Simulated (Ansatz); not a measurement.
Sr5S5, relaxed as a singlet with RKS r2SCAN-D4/def2-SVP in Ansatz, starting from the GFN1-xTB geometry. Force threshold 0.02 eV/Å.

In the def2 sets Sr takes a core potential; there is no spin–orbit coupling. The structure comes from a short search, and lower isomers may exist.

Start:

```csv
atom,x (Å),y (Å),z (Å)
Sr1,1.187,-0.803,0.637
Sr2,0.656,0.169,-2.951
Sr3,0.936,2.827,-0.293
Sr4,-1.609,0.241,3.243
Sr5,-2.138,-2.725,-0.096
S6,0.307,1.489,2.004
S7,-0.993,-2.096,2.195
S8,-0.081,-2.043,-1.533
S9,2.559,0.750,-1.060
S10,-0.824,2.193,-2.146
```

```csv
step,energy (eV),largest force component (eV/Å),SCF passes
1,-58353.7529,1.008,20
2,-58354.1643,0.532,24
3 (rejected),-58354.1414,0.528,25
4,-58354.3007,0.124,21
5,-58354.3365,0.109,20
6,-58354.3910,0.150,20
7,-58354.4756,0.241,21
8,-58354.5843,0.352,21
9,-58354.7312,0.468,20
10,-58354.9294,0.594,20
11,-58355.1840,0.695,20
12,-58355.4858,0.626,25
13,-58355.6601,0.248,25
14,-58355.7366,0.258,23
15,-58355.8483,0.266,20
16,-58355.9698,0.227,21
17,-58356.0185,0.210,23
18,-58356.0326,0.014,19
```

Force components are those of the run's own axes.

End:

```tsv
atom	x (Å)	y (Å)	z (Å)
Sr1	1.293	-0.914	0.714
Sr2	0.516	0.037	-2.850
Sr3	0.881	2.758	-0.034
Sr4	-1.718	0.813	2.185
Sr5	-2.087	-1.905	-0.632
S6	0.901	1.563	2.424
S7	-1.288	-1.879	1.983
S8	0.357	-2.451	-1.729
S9	2.546	0.989	-1.288
S10	-1.400	0.990	-0.773
```

Bonds formed: Sr4–S10, Sr5–S10 (atoms count from 1). Metal–metal contacts that move far: Sr3–Sr4 5.07 to 3.93 Å, Sr2–Sr5 4.93 to 3.93 Å, Sr4–Sr5 4.50 to 3.93 Å. The end is the same structure that another start reached, the lowest one found.

No frequencies were taken in this run, so the end may be a saddle point.

Hardware: 2 threads of AMD EPYC 7R13 on a shared host and a share (18 GiB) of an NVIDIA H100 80GB HBM3. Wall time 33 s, peak host memory 0.93 GiB.
